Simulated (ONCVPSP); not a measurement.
**An all-electron radial function and its pseudo partner (nickel)**

Columns: radius, all-electron u(r) and pseudo u(r) of the 3d shell (level -13.20 eV) of nickel in the configuration [Ne] 3s2 3p6 3d8 4s1.5; PBE, scalar-relativistic, ONCV scheme, ONCVPSP 4.0.1.

```tsv
r (bohr)	all-electron	pseudo
0.065	0.0348	0.0042
0.130	0.1645	0.0318
0.195	0.3467	0.0998
0.260	0.5317	0.2146
0.325	0.6910	0.3705
0.390	0.8142	0.5508
0.455	0.9008	0.7330
0.520	0.9542	0.8941
0.585	0.9797	1.0156
0.650	0.9835	1.0877
0.715	0.9713	1.1098
0.780	0.9478	1.0892
0.845	0.9168	1.0389
0.910	0.8809	0.9724
0.975	0.8423	0.9019
1.040	0.8024	0.8353
1.105	0.7623	0.7769
1.170	0.7226	0.7271
1.235	0.6839	0.6845
1.300	0.6466	0.6465
1.365	0.6107	0.6106
1.430	0.5764	0.5764
1.495	0.5438	0.5438
1.560	0.5129	0.5129
1.625	0.4836	0.4836
1.690	0.4559	0.4559
```

Problem. How many radial nodes do the two functions have?

Solution. The all-electron 3d function has n − l − 1 = 0; the pseudo-wave has 0.

Problem. At about which radius was the pseudo-wave matched?

Solution. 1.30 bohr, where the columns begin to agree (steps of 0.07 bohr).

Problem. Where does each function peak?

Solution. Outermost all-electron maximum near 0.65 bohr, pseudo maximum near 0.71 bohr (to the table’s step).

Problem. Is the pseudo-wave norm-conserving?

Solution. Yes: the ONCV scheme keeps the norm inside the radius equal to the all-electron one, which fixes the energy derivative of the logarithmic derivative at the level.
